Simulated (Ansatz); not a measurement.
`C1[O][GeH2][O]1`. Total charge 0; spin multiplicity 1. All single points use the PBE0-D4/def2-TZVP geometry.

```xyz
8

C     0.709   -0.407   -0.779
O     0.829    0.798   -0.029
Ge   -0.722    0.414    0.793
O    -0.511   -0.980   -0.320
H     1.553   -1.077   -0.570
H     0.654   -0.189   -1.853
H    -0.615    0.089    2.292
H    -1.895    1.353    0.466
```

Question: What is the dipole moment at ωB97M-V/def2-TZVPP? (An estimate is asked.)

Answer: The calculation gave: 1.61 D, with components (-1.01, 0.58, 1.11) D in this frame, pointing from negative to positive charge.

Question: And with PBE, r2SCAN, B3LYP? (Best estimate.)

Answer: Computed: PBE 1.44 D, r2SCAN 1.51 D, B3LYP 1.55 D.

Question: Give the Mulliken charges with ωB97M-V, PBE, B3LYP in def2-TZVPP. (An estimate is asked.)

Answer: Ansatz gave: 
| atom | ωB97M-V | PBE | B3LYP |
| --- | --- | --- | --- |
| C1 | 0.16 | 0.17 | 0.21 |
| O2 | -0.46 | -0.40 | -0.47 |
| Ge3 | 0.55 | 0.51 | 0.58 |
| O4 | -0.46 | -0.40 | -0.47 |
| H5 | 0.10 | 0.08 | 0.09 |
| H6 | 0.10 | 0.08 | 0.09 |
| H7 | 0.01 | -0.02 | -0.01 |
| H8 | 0.01 | -0.02 | -0.01 |

B3LYP here is the variant with VWN-RPA as its local correlation; programs differ in this.
